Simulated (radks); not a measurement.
Results of a calculation; reference values are marked as such.
Problem. Species: Mg V. Configuration: [He] 2s2 2p4 (the NIST ground configuration). Level of theory: scalar-relativistic Kohn-Sham, PBE, spin-unpolarised, spherical densities, point nucleus (a radial shooting solver on a logarithmic mesh with Libxc functionals). Some entries of the table are withheld. Estimate them.

orbital,occ.,eigenvalue (hartree),<r> (bohr),r(max) (bohr)
1s,2,-49.94698,0.1305,0.08505
2s,2,-5.90738,(1),(2)
2p,4,(3),0.6060,0.4501

Solution. 
(1) 2s <r> (bohr): 0.6489
(2) 2s r(max) (bohr): 0.5276
(3) 2p eigenvalue (hartree): -4.73462
